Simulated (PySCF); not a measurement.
Cl₃NbO (SMILES [O]=[Nb]([Cl])([Cl])[Cl]), singlet, geometry from GFN2-xTB (such geometries of metal compounds can be far from the true shape) (core potentials on Nb).

Here is a job for PySCF.
```python
from pyscf import gto, scf, dft

mol = gto.Mole()
mol.atom = '''
    Nb    0.24007063   -0.10404666   -0.12692450
    O     1.62517328   -0.70435045   -0.85922341
    Cl    0.67383078    0.90501679    1.77581036
    Cl   -0.80064917    1.36296239   -1.38848845
    Cl   -1.21696291   -1.68558407    0.32313055
'''
mol.basis = 'def2-svp'
mol.ecp = {'Nb': 'def2-svp'}
mol.verbose = 3
mol.build()

mf = dft.RKS(mol)
mf.xc = 'r2scan'
mf.kernel()
mf.analyze()
```

Question: What does this run give for the HOMO energy, number of basis functions, total energy, nuclear repulsion energy, dipole moment, HOMO-LUMO gap?

Answer: 
* **HOMO energy**: -8.77 eV
* **number of basis functions**: 99
* **total energy**: -1512.4898 Eh
* **nuclear repulsion energy**: 389.6271 Eh
* **dipole moment**: 1.07 D
* **HOMO-LUMO gap**: 5.08 eV

Question: Roughly what does it cost on one core?

Answer: around 24 core-seconds (rough).
